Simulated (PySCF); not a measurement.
## Steps of a relaxation of [Tl(OH)2]+

[Tl(OH)2]+ (singlet). PySCF 2.14.0, RKS PBE0, Tl def2-SVP with ECP60, O def2-SVP, H def2-SVP; non-relativistic Hamiltonian with scalar-relativistic core potentials where named; density fitting; no spin-orbit coupling. Origin of the start: template. Columns: position (Å) and force (eV/Å). Energies are counted from the last step; some of the 15 steps are shown. Forces carry noise of the integration grid, about 0.01 to 0.03 eV/Å.

Run from Python with OMP_NUM_THREADS=2. Where DIIS fails, smearing, a level shift and second-order steps follow.
It took 16 s on 2 threads of Arm Neoverse V2, with other jobs on the host, from the converged density of the start.

```xyz
5
step 0  E = 1.691 eV
Tl    0.0000    0.0000   -0.1146     0.00    0.00    0.20
O     1.7912    0.0000    0.6870    -1.02    0.36    1.27
H     2.7508   -0.0906    0.7461     0.31   -0.24   -1.36
O    -1.7912    0.0000    0.6870     1.02   -0.36    1.27
H    -2.7508    0.0906    0.7461    -0.31    0.24   -1.36
```

```xyz
5
step 5  E = 0.416 eV
Tl    0.0000    0.0000    0.2016     0.00    0.00    0.54
O     1.8564    0.1045    0.8739     0.17    0.21    0.26
H     2.6652   -0.1537    0.4012    -0.23   -0.12   -0.53
O    -1.8564   -0.1045    0.8739    -0.17   -0.21    0.26
H    -2.6652    0.1537    0.4012     0.23    0.12   -0.53
```

```xyz
5
step 9  E = 0.034 eV
Tl    0.0000    0.0000    0.5886     0.00    0.00    0.27
O     1.9565    0.1650    0.9107     0.14   -0.21   -0.53
H     2.5143   -0.1791    0.1709    -0.44    0.20    0.40
O    -1.9565   -0.1650    0.9107    -0.14    0.21   -0.53
H    -2.5143    0.1791    0.1709     0.44   -0.20    0.40
```

Q: Where does the relaxation end?

A: It converges at step 14 in C2:
```xyz
5
step 14  E = 0
Tl    0.0000    0.0000    0.7118
O     1.9596    0.1476    0.9103
H     2.4253   -0.1595    0.1097
O    -1.9596   -0.1476    0.9103
H    -2.4253    0.1595    0.1097
```

Q: How did the contacts change?

A: 
```tsv
contact	start (Å)	end (Å)
Tl1–O2 (OH)	1.962	1.975
Tl1–O4 (OH)	1.962	1.975
```
